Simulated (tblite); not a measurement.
C₆H₇N₂O (doublet state).
Atom-mapped SMILES: `[CH2:1]=[N:2][C:3]1=[CH:4][C@@H:5]([CH:6][NH2:7])[C:8]1=[O:9]` (hydrogens: H10, H11 on C1; H12 on C4; H13 on C5; H14 on C6; H15, H16 on N7)

A start from a force field or distance geometry was refined with GFN2-xTB geometry optimisation, gas phase in tblite. Values at the start:

```json
{"coordinate": "C1=N2", "start": "1.278 Å"}
{"coordinate": "C1–H10", "start": "1.082 Å"}
{"coordinate": "C1–H11", "start": "1.083 Å"}
{"coordinate": "N2–C3", "start": "1.407 Å"}
{"coordinate": "C3=C4", "start": "1.354 Å"}
{"coordinate": "C3–C8", "start": "1.459 Å"}
{"coordinate": "C4–C5", "start": "1.483 Å"}
{"coordinate": "C4–H12", "start": "1.078 Å"}
{"coordinate": "C5–C6", "start": "1.502 Å"}
{"coordinate": "C5–C8", "start": "1.494 Å"}
{"coordinate": "C5–H13", "start": "1.111 Å"}
{"coordinate": "C6–N7", "start": "1.443 Å"}
{"coordinate": "C6–H14", "start": "1.108 Å"}
{"coordinate": "N7–H15", "start": "1.026 Å"}
{"coordinate": "N7–H16", "start": "1.057 Å"}
{"coordinate": "C8=O9", "start": "1.257 Å"}
{"coordinate": "C1–N2–C3", "start": "125.5°"}
{"coordinate": "N2–C3–C4", "start": "137.1°"}
{"coordinate": "C3–C8–C5", "start": "89.8°"}
{"coordinate": "C3–C8–O9", "start": "138.6°"}
{"coordinate": "C4–C3–C8", "start": "90.9°"}
{"coordinate": "C4–C5–C8", "start": "84.7°"}
{"coordinate": "C5–C6–N7", "start": "107.5°"}
{"coordinate": "C6–C5–C8", "start": "112.2°"}
{"coordinate": "C1–N2–C3–C4", "start": "8°"}
{"coordinate": "N2–C3–C4–C5", "start": "-179°"}
{"coordinate": "C4–C5–C6–N7", "start": "-137°"}
{"coordinate": "C4–C5–C8–O9", "start": "180°"}
```

Problem. How do these coordinates change at the GFN2-xTB level?

Solution. 
```json
{"coordinate": "C5–C8", "GFN2-xTB (Å or °)": "1.598", "change": "+0.104"}
{"coordinate": "C6–N7", "GFN2-xTB (Å or °)": "1.362", "change": "-0.081"}
{"coordinate": "C5–C6", "GFN2-xTB (Å or °)": "1.444", "change": "-0.058"}
{"coordinate": "C8=O9", "GFN2-xTB (Å or °)": "1.205", "change": "-0.052"}
{"coordinate": "N7–H16", "GFN2-xTB (Å or °)": "1.007", "change": "-0.050"}
{"coordinate": "N2–C3", "GFN2-xTB (Å or °)": "1.362", "change": "-0.045"}
{"coordinate": "C6–H14", "GFN2-xTB (Å or °)": "1.076", "change": "-0.032"}
{"coordinate": "C4–C5", "GFN2-xTB (Å or °)": "1.511", "change": "+0.028"}
{"coordinate": "C5–H13", "GFN2-xTB (Å or °)": "1.089", "change": "-0.022"}
{"coordinate": "C3=C4", "GFN2-xTB (Å or °)": "1.375", "change": "+0.021"}
{"coordinate": "C1=N2", "GFN2-xTB (Å or °)": "1.260", "change": "-0.018"}
{"coordinate": "N7–H15", "GFN2-xTB (Å or °)": "1.009", "change": "-0.017"}
{"coordinate": "C1–H10", "GFN2-xTB (Å or °)": "1.093", "change": "+0.011"}
{"coordinate": "C3–C8", "GFN2-xTB (Å or °)": "1.453", "change": "-0.006"}
{"coordinate": "C4–H12", "GFN2-xTB (Å or °)": "1.073", "change": "-0.005"}
{"coordinate": "C1–H11", "GFN2-xTB (Å or °)": "1.080", "change": "-0.003"}
{"coordinate": "C5–C6–N7", "GFN2-xTB (Å or °)": "122.9", "change": "+15.4"}
{"coordinate": "C6–C5–C8", "GFN2-xTB (Å or °)": "108.3", "change": "-3.9"}
{"coordinate": "C4–C3–C8", "GFN2-xTB (Å or °)": "93.6", "change": "+2.7"}
{"coordinate": "C1–N2–C3", "GFN2-xTB (Å or °)": "123.1", "change": "-2.4"}
{"coordinate": "C4–C5–C8", "GFN2-xTB (Å or °)": "83.1", "change": "-1.6"}
{"coordinate": "C3–C8–C5", "GFN2-xTB (Å or °)": "88.4", "change": "-1.4"}
{"coordinate": "N2–C3–C4", "GFN2-xTB (Å or °)": "135.7", "change": "-1.4"}
{"coordinate": "C3–C8–O9", "GFN2-xTB (Å or °)": "140.0", "change": "+1.4"}
{"coordinate": "C1–N2–C3–C4", "GFN2-xTB (Å or °)": "37", "change": "+29"}
{"coordinate": "C4–C5–C6–N7", "GFN2-xTB (Å or °)": "-151", "change": "-14"}
{"coordinate": "C4–C5–C8–O9", "GFN2-xTB (Å or °)": "-174", "change": "+6"}
{"coordinate": "N2–C3–C4–C5", "GFN2-xTB (Å or °)": "175", "change": "-6"}
```

The energy falls by 35.4 kcal/mol over 136 L-BFGS steps, the largest force on an atom goes from 5.45 to 0.005 eV/Å, and the atoms move by 0.581 Å rms after alignment. The bond that changes most is C5–C8 (ends: carbon bonded to 3 C and H; carbon bonded to 2 C and O), which lengthens by 0.104 Å. Bonds longer at the end by more than 0.005 Å: 4 of 16; shorter: 11. Among the dihedrals that turn most is C5–C6–N7–H15, from 123° to -15°. Rotational constants go from 3804, 968.1, 806.4 to 3917, 981.2, 833.1 MHz.

The run took 2.7 s wall on an Intel Xeon at 2.50 GHz with one thread, on a shared host.

Its GFN2-xTB frequencies are all real (lowest 51 cm⁻¹).

One conformer stands for the species.

The numbers are calculated, not measured.
